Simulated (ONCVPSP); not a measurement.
La (Z = 57), ONCV: configuration errors across variants

ONCVPSP 4.0.1 input, shortened (lines: element, Z, core and valence counts, functional; n l f; lmax; l rc ep ncon nbas qcut; lloc lpopt rc5 dvloc0; l nproj debl; icmod fcfact rcfact), LDA (Perdew-Zunger), scalar-relativistic:

```
  La 57.00    9    4        3      upf
    1    0    2.00
    2    0    2.00
    2    1    6.00
    3    0    2.00
    3    1    6.00
    3    2   10.00
    4    0    2.00
    4    1    6.00
    4    2   10.00
    5    0    2.00
    5    1    6.00
    5    2    1.00
    6    0    2.00
    3
    0    2.15    0.00    4    8    5.20
    1    1.70    0.00    3    6    5.10
    2    3.55    0.00    3    8    5.30
    3    3.30    0.03    5   10    3.50
    4    5    1.35    0.00
    0    2    2.80
    1    2    3.60
    2    2    3.70
    3    1    2.90
    3    2.50    1.10
```

In the f channel the program set the typed energies aside and used -0.168 Ha.

All-electron excitation energies from the reference (eV): (1) 5s2 5p6 5d1 6s1 6.163; (2) 5s2 5p6 5d1 6s0 17.315; (3) 5s2 5p6 5d0 6s0 36.416; (4) 5s2 5p6 5d2 6s0 6.310.

A true bound ghost makes a file unfit for plane-wave use even where its test errors are small: the radial tests pick states by their node count and pass the ghost by.

Errors AE − PS in meV (a dash: test not solved or not reliable):

| change | (1) | (2) | (3) | (4) | bound ghosts | GHOST(+) flags above zero |
| --- | --- | --- | --- | --- | --- | --- |
| base | -0.9 | -2.6 | +2.7 | -3.9 | s | p |
| local potential polynomial inside 1.25 bohr (lpopt 5, dvloc0 -1 Ha) | -1.1 | -3.6 | +2.1 | -5.6 | s | p, f |
| all radii but the core radius scaled by about 1.29 (s 2.78, p 2.20, d 4.58, f 4.26 bohr); local potential polynomial inside 1.74 bohr (lpopt 5, dvloc0 0 Ha) | -5.0 | -33 | +53 | +2.8 | none | s, d |
| p: rc 2.28 | -0.9 | -2.4 | +4.8 | -3.8 | s | p |
| s: qcut 4.2; p: qcut 4.1; d: qcut 4.3; f: qcut 2.8 | -1.9 | -9.4 | +12 | -4.1 | s | p, d, f |
| core correction Teter function, fcfact 2.5, rcfact 1.94 | -2.0 | -12 | -64 | -18 | s | p |
| f: qcut 5 | -0.9 | -2.6 | +2.7 | -3.9 | s | p |
| p: nbas 7 | -0.9 | -2.6 | +2.7 | -3.9 | s | p |
| core correction Teter function, fcfact 5, rcfact 1.1 | -1.0 | -2.9 | +2.5 | -4.5 | s | p |
| local potential polynomial inside 1.35 bohr (lpopt 5, dvloc0 -2.5 Ha) | -1.1 | -3.6 | +2.1 | -5.6 | s | p |
| p: rc 1.34; local potential polynomial inside 1.34 bohr (lpopt 5, dvloc0 0 Ha) | -1.1 | -4.1 | +2.1 | -6.7 | s | p |
| core correction Teter function, parameters optimised by the program | -1.1 | -3.7 | -0.2 | -7.2 | s | p |

(1) Give the same row for: p: nproj 3.

## Answers

(1) -0.9, -2.6, +2.5, -3.9; bound ghosts: s; GHOST(+) flags above zero: p.
